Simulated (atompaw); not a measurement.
## Building the PAW (atompaw) potential for F (Z = 9) (PBE, scalar-relativistic).

The input file (atompaw 4.2.0.5):

```
F 9
GGA-PBE scalarrelativistic loggrid 1500 logderivrange -4 5 226
2 2 0 0 0 0
2 1 5
0 0 0
c
v
v
2
1.40 1.20 1.30 0.95
y
1.75
n
y
-0.35
n
y
0.2
y
1.25
n
custom polynom vanderbiltortho gaussian
3 -0.5 troulliermartins
1.40
0.75
1.35
1.35
1.40
1.40
PWSCFOUT
UPFDX 0.0125d0 UPFXMIN -7.d0 UPFZMESH 9.d0
END
```

Command:

```bash
atompaw < F.input > F.log
```

Resulting log (summary file):

```
Completed calculations for F (AE)

 Exchange-correlation type: GGA, Perdew-Burke-Ernzerhof

 Radial integration grid is logarithmic
 r0 =   8.4897475E-04 h =   7.6407728E-03   n =      1500 rmax =   8.0000000E+01

 Scalar relativistic calculation

 AEatom converged in  29 iterations
   nz     =   9.00
   delta  =       5.823355634783E-17

 All Electron Orbital energies:
  n  l      occupancy      energy
  1  0      2.0000000E+00 -4.8757074E+01
  2  0      2.0000000E+00 -2.1975796E+00
  2  1      5.0000000E+00 -8.1668708E-01

 Total energy
   Total                    :     -199.48875046322300

 ---
 Completed calculations for F (SC)

 Exchange-correlation type: GGA, Perdew-Burke-Ernzerhof

 Radial integration grid is logarithmic
 r0 =   8.4897475E-04 h =   7.6407728E-03   n =      1500 rmax =   8.0000000E+01

 Scalar relativistic calculation

 SCatom converged in   1 iterations
   nz     =   9.00
   delta  =       1.842982953460E-17

 Valence Electron Orbital energies:
  n  l      occupancy      energy
   2  0      2.0000000E+00 -2.1975796E+00
   2  1      5.0000000E+00 -8.1668708E-01

 Total energy
   Total                    :     -199.48875046052223
   Valence                  :      -59.07585362117985

 PAW parameters:
       lmax =            2
         rc =    1.4041948012718644
        irc =          971
   rc_shape =    1.2050833780413361
    rc_vloc =    1.3008375261375502
    rc_core =   0.95075059672478412
   Vloc: Norm-conserving Troullier-Martins with l= 3;e=  -5.0000E-01
   Projector type: polynomial pseudization + Vanderbilt ortho.
   Gaussian compensation charge shape with gausstol =   1.0000E-04

 Number of basis functions     6
 No.   n  nodes  l      Energy         Cp coeff         Occ
  1    2    1    0   -0.2197580E+01 -0.2230141E+02  0.2000000E+01
  2  999    2    0    0.1750000E+01 -0.7260347E+01  0.0000000E+00
  3    2    0    1   -0.8166871E+00 -0.1937864E+04  0.5000000E+01
  4  999    1    1   -0.3500000E+00 -0.3770423E+03  0.0000000E+00
  5  999    0    2    0.2000000E+00 -0.3297701E+04  0.0000000E+00
  6  999    1    2    0.1250000E+01 -0.2227090E+04  0.0000000E+00

 Eigenvalues of overlap operator (in the basis of projectors):
    1        5.40487752E-01
    2        5.54182449E-01
    3        6.37326275E+00
    4        4.21510601E+03
    5        1.74095288E+04
    6        3.21519456E+04

 Orbital leakage outside PAW augmentation regions
   orb  is_core?  %out_of_sphere
   1 0    T           0.00
   2 0    F          17.09
   2 1    F          25.15

 Summary of PAW energies
   Total valence energy     :    -59.07589952760655
   Smooth energy            :     39.50026730313081
   One center               :    -98.57616683073736
   Smooth kinetic           :     19.52088788942727
   Vloc energy              :      1.81422113728141
   Smooth exch-corr         :     -6.70844187148777
   One-center xc            :    -13.71873613248072
```

The run took about 1.4 s on one core of a shared server CPU.
